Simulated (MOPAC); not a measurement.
Job for MOPAC: PM6 on WO+, 2S+1 = 4, a spin state set in the input, which need not be the lowest, a point of a bond scan (R = 1.680 Å). Charge +1.

```
PM6 1SCF PRECISE CHARGE=1 UHF MS=1.5 THREADS=1
OW

W      0.00000000 1     0.00000000 1     0.00000000 1
O      0.00000000 1     0.00000000 1     1.68035200 1
```

The log:

```
*******************************************************************************
 **                                                                           **
 **                              MOPAC v23.2.5                                **
 **                                                                           **
 *******************************************************************************
 ** MOPAC's Digital Object Identifier: https://doi.org/10.5281/zenodo.6511958 **
 **                                                                           **
 ** Please cite the open-source release paper for use of this MOPAC version:  **
 ** J. E. Moussa and J. J. P. Stewart (2026)                                  **
 ** MOPAC: An open-source semiempirical molecular orbital program             **
 ** J. Open Source Softw., 11(119), 8025, https://doi.org/10.21105/joss.08025 **
 *******************************************************************************

                              PM6 CALCULATION RESULTS

 *******************************************************************************
 *  PM6        - The PM6 Hamiltonian to be used
 *  UHF        - UNRESTRICTED HARTREE-FOCK CALCULATION
 *
 *
 *
 *                 CHARGE ON SYSTEM = +1
 *
 *
 *
 *  MS=        - IN MECI, MAGNETIC COMPONENT OF SPIN =  1.5
 *  PRECISE    - TIGHTER CRITERIA TO BE USED
 *  1SCF       - DO 1 SCF AND THEN STOP
 *  THREADS=1  - MULTI-THREADING NOT USED
 *  T=         - A TIME OF 172800.0 SECONDS REQUESTED
 *  DUMP=N     - RESTART FILE WRITTEN EVERY 7200.0 SECONDS REQUESTED
 *******************************************************************************
PM6 1SCF PRECISE CHARGE=1 UHF MS=1.5 THREADS=1
 OW

   ATOM   CHEMICAL          X               Y               Z
  NUMBER   SYMBOL      (ANGSTROMS)     (ANGSTROMS)     (ANGSTROMS)

     1       W          0.00000000  *   0.00000000  *   0.00000000  *
     2       O          0.00000000  *   0.00000000  *   1.68035200  *



          CARTESIAN COORDINATES

    NO.       ATOM           X           Y           Z

     1         W          0.0000      0.0000      0.0000
     2         O          0.0000      0.0000      1.6804

 General Reference for PM6:
 "Optimization of Parameters for Semiempirical Methods V: Modification of NDDO Approximations
 and Application to 70 Elements", J. J. P. Stewart, J. Mol. Mod., 13, 1173-1213 (2007)
 URL: https://link.springer.com/article/10.1007/s00894-007-0233-4

           Empirical Formula: O W  =     2 atoms



      MOLECULAR POINT GROUP   :   C*v


          UHF CALCULATION, NO. OF ALPHA ELECTRONS =    7
                           NO. OF BETA  ELECTRONS =    4

 -------------------------------------------------------------------------------
 PM6 1SCF PRECISE CHARGE=1 UHF MS=1.5 THREADS=1
 OW



     1SCF WAS SPECIFIED, SO BFGS WAS NOT USED
     SCF FIELD WAS ACHIEVED


                              PM6 CALCULATION
                                                       MOPAC v23.2.5 Linux




          FINAL HEAT OF FORMATION =        223.79296 KCAL/MOL =     936.34976 KJ/MOL


          COSMO AREA              =         87.69 SQUARE ANGSTROMS
          COSMO VOLUME            =         75.85 CUBIC ANGSTROMS

          IONIZATION POTENTIAL    =         14.630767 EV
          ALPHA SOMO LUMO (EV)    =        -14.631 -6.167
          BETA  SOMO LUMO (EV)    =        -19.579 -5.533
          NO. OF ALPHA ELECTRONS  =          7
          NO. OF BETA  ELECTRONS  =          4
          MOLECULAR WEIGHT        =        199.8494         POINT GROUP:  C*v

          MOLECULAR DIMENSIONS (Angstroms)

            Atom       Atom       Distance
            O     2    W     1     1.68035
            O     2    W     1     0.00000
            W     1    O     2     0.00000


          SCF CALCULATIONS        =          1





   ATOM   CHEMICAL          X               Y               Z
  NUMBER   SYMBOL      (ANGSTROMS)     (ANGSTROMS)     (ANGSTROMS)

     1       W          0.00000000  *   0.00000000  *   0.00000000  *
     2       O          0.00000000  *   0.00000000  *   1.68035200  *

                             CARTESIAN COORDINATES

   1    W        0.000000000     0.000000000     0.000000000
   2    O        0.000000000     0.000000000     1.680352000


           Empirical Formula: O W  =     2 atoms



      MOLECULAR POINT GROUP   :   C*v


          ALPHA EIGENVALUES
 -35.18965 -19.34576 -19.34576 -18.03496 -14.90233 -14.90233 -14.63077  -6.16724
  -6.12425  -6.12425  -4.11959  -4.11959  -0.74896


           BETA EIGENVALUES
 -38.02703 -20.24407 -20.24407 -19.57873  -5.53291  -4.51998  -4.51998  -3.92391
  -3.92391  -3.29450  -1.31023  -1.31023  -0.76403


              NET ATOMIC CHARGES AND DIPOLE CONTRIBUTIONS

  ATOM NO.   TYPE          CHARGE      No. of ELECS.   s-Pop       p-Pop       d-Pop
    1          W           0.609695        5.3903     0.76485     0.62326     4.00219
    2          O           0.390305        5.6097     1.68513     3.92456
 DIPOLE           X         Y         Z       TOTAL
 POINT-CHG.     0.000     0.000     2.504     2.504
 HYBRID         0.000     0.000    -2.155     2.155
 SUM            0.000     0.000     0.349     0.349


          ATOMIC ORBITAL ELECTRON POPULATIONS

     Atom    s        px        py        pz      x^2-y^2     xz        z^2       yz        xy
    1  W   0.76485   0.08904   0.08904   0.44519   1.00000   0.60459   0.79301   0.60459   1.00000
    2  O   1.68513   1.30637   1.30637   1.31182


                    (SZ)    =    1.500000
                    (S**2)  =    4.009735


          ATOMIC ORBITAL SPIN POPULATIONS

    Atom   Total    s     px     py     pz   x^2-y^2  xz     z^2    yz     xy
         Atomic
    1  W  3.8252  0.270  0.056  0.056  0.366  1.000  0.238  0.602  0.238  1.000
    2  O -0.8252 -0.044 -0.294 -0.294 -0.195

 **********************
 *                    *
 * JOB ENDED NORMALLY *
 *                    *
 **********************




 == MOPAC DONE ==
```

The run finished. Its determinant has ⟨S²⟩ = 4.01, a mixture of spin states.

Cost: roughly 0.020 core-seconds.
